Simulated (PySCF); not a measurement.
Compound: W(NH)2Cl2 (singlet state).
Structure used (PBE0-D3(BJ)/def2-SVP), in Å, numbered top down from 1:
```xyz
7
Cl2H2N2W angstrom
W     -0.3937    0.0166   -0.2937
N     -0.4445   -0.0470    1.4418
H     -0.0422   -0.0842    2.3744
N      1.2619    0.0049   -0.8150
H      2.2697   -0.0144   -0.6859
Cl    -1.2862    2.0301   -0.9365
Cl    -1.3650   -1.9061   -1.0852
```

Computed at PBE0/pcSseg-1 (def2-TZVP on W) (PySCF, non-relativistic but for the core potentials past Kr), with Q(14N) = 0.02044 b, Q(35Cl) = −0.0817 b: N2, 14N (I = 1): χzz = -1.229 MHz, η = 0.156; Cl6, 35Cl (I = 3/2): χzz = -28.82 MHz, η = 0.459.

**Question.** Find the zero-field quadrupole resonance frequencies of 14N at N2.

**Answer.** From ν± = (3/4)|χ|(1 ± η/3) and ν0 = |χ|η/2: ν+ 0.970 MHz, ν− 0.874 MHz, ν0 0.096 MHz (nitrogen bonded to W and H).

**Question.** Where would the pure quadrupole (NQR) lines of 35Cl at Cl6 fall for the rigid, isolated species?

**Answer.** From ν = (|χ|/2)√(1 + η²/3): ν = 14.91 MHz (chlorine bonded to W). For 37Cl the ratio of quadrupole moments, 0.7881, gives 11.75 MHz.

In a crystal, neighbours and librations shift these lines. Atoms past krypton carry effective core potentials; spin–orbit coupling is left out. With a basis this small, the couplings can be 20 % off.
